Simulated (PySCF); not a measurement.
A structure optimised at r2SCAN-D4/def2-SVP, used in a PySCF frequency run:

```
Si
H 1 1.4989
C 1 1.9450 2 113.92
H 3 1.1086 1 113.59 2 -119.22
H 3 1.1090 4 107.18 1 -124.23
N 3 1.4675 4 112.99 5 -126.17
H 6 1.0167 3 118.44 4 59.40
Si 6 1.7456 7 131.10 3 -172.02
H 8 1.5007 6 115.39 7 -63.19
H 8 1.5032 9 105.66 6 -130.45
Si 1 2.3421 2 112.21 3 -129.66
H 11 1.4984 1 109.74 2 -63.71
H 11 1.4987 12 107.61 1 116.31
C 11 1.8884 12 109.99 13 119.76
H 14 1.1013 11 110.95 12 60.65
H 14 1.1015 15 108.00 11 -121.77
H 14 1.1018 15 108.06 16 -116.57
```
Charge 0, spin multiplicity 1.

Q: Write its SMILES and formula.

A: C[SiH2][Si@@H]1CN[SiH2]1, C₂H₁₁NSi₃

Q: What are its rotational constants (standard atomic weights)?

A: 3.6953, 0.93903, 0.84900 GHz
